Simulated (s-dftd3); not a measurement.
dimethyl diselenide (C₂H₆Se₂), singlet, at a GFN2-xTB geometry; D3(zero) for blyp (s-dftd3).

Here is a job for s-dftd3.
```
$ s-dftd3 mol.xyz --zero blyp --json dftd3.json --noedisp --grad

# file mol.xyz
10

C      1.96855851    -1.17613388     0.15905438
Se     0.97949753     0.50754903     0.43355029
Se    -0.95991794     0.03942388    -0.69425543
C     -2.03741298    -0.74737573     0.75775304
H      2.96496543    -1.03041597     0.56454385
H      2.02239553    -1.38660484    -0.90507308
H      1.46684649    -1.98439873     0.68384831
H     -3.03451247    -0.91244136     0.36148533
H     -2.07384495    -0.05067966     1.59012976
H     -1.59842926    -1.69148076     1.06819576
```

It wrote (shortened):

```
-----------------------------------
 s i m p l e   D F T - D 3  v1.4.0
-----------------------------------

Zero (Chai-Head-Gordon) damping: blyp-D3(0)
--------------------
  s6         1.0000
  s8         1.6820
  s9         0.0000
 rs6         1.0940
 rs8         1.0000
 alp        14.0000
--------------------

Dispersion energy:      -6.4417813329204E-03 Eh

Gradient norm:           1.9027900879598E-03 Eh/a0
--------------------------------------------------
     #    Z           dE/dx      dE/dy      dE/dz
--------------------------------------------------
     1    6 C    -1.905E-04  1.844E-04 -1.549E-04
     2   34 Se    6.663E-04 -8.528E-04 -2.851E-04
     3   34 Se   -7.067E-04 -2.756E-04  8.229E-04
     4    6 C     2.052E-04  2.250E-04 -4.020E-05
     5    1 H    -2.579E-04  1.420E-04 -3.873E-05
     6    1 H     1.137E-04  1.769E-04  3.051E-04
     7    1 H     4.273E-04  2.352E-04 -9.099E-06
     8    1 H     2.667E-04  1.042E-04 -7.861E-05
     9    1 H    -1.116E-04 -1.190E-04 -3.327E-04
    10    1 H    -4.124E-04  1.797E-04 -1.887E-04
--------------------------------------------------

Virial:
--------------------------------------------------
      component           x          y          z
--------------------------------------------------
          x       1.344E-03  1.912E-04  8.065E-04
          y       1.912E-04 -3.931E-03  2.695E-04
          z       8.065E-04  2.695E-04 -3.427E-03
--------------------------------------------------

[Info] JSON dump of results written to 'dftd3.json'
```
